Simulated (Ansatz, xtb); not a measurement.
A geometry optimisation of ClH2O2Si2 with r2SCAN-D4/def2-SVP

The starting geometry of this gas-phase doublet was built from a drawn formula by distance geometry and a force field; its bonds are those of `O=[Si][Si-]([OH2+])Cl`.

```xyz
7

Cl    0.5692    1.7180    0.7483
O    -4.4445    0.5027    0.4158
O    -1.5556    1.9114   -1.8014
Si   -3.0082    0.7001    1.1164
Si   -1.2964    1.4848   -0.1369
H    -2.2992    2.5446   -1.7659
H    -1.9140    1.0929   -2.1841
```

Task: Predict what it relaxes into with r2SCAN-D4/def2-SVP.

Result: It rearranges, giving a structure given below by its coordinates. Contacts that open: O3–H6 (0.98 → 2.05 Å). Contacts that close: O2–H6 (3.68 → 0.98 Å).

The energy falls by 3.50 eV over 38 steps:

```tsv
step	E − E(last) (eV)
1	3.502
5	2.120
9	1.744
13	0.814
17	0.331
22	0.092
26	0.026
30	0.005
34	0.000
38	0.000
```

Final geometry (Å):

```xyz
7

Cl    0.6663    1.9084    0.2548
O    -4.0627    1.3121   -0.1635
O    -1.6411    1.3379   -1.6353
Si   -3.1372    1.2403    1.2246
Si   -1.1144    0.8500   -0.1042
H    -3.5933    1.4021   -1.0149
H    -1.0662    1.9036   -2.1692
```

From the same start GFN2-xTB ends elsewhere, in pieces: ClOSi2 + H2O.

No frequencies were run, so the end isn't proven a minimum. Open shells are spin-unrestricted. Run with Ansatz 0.2.0, 5.4 min on 2 threads of Arm Neoverse V2 (shared host).
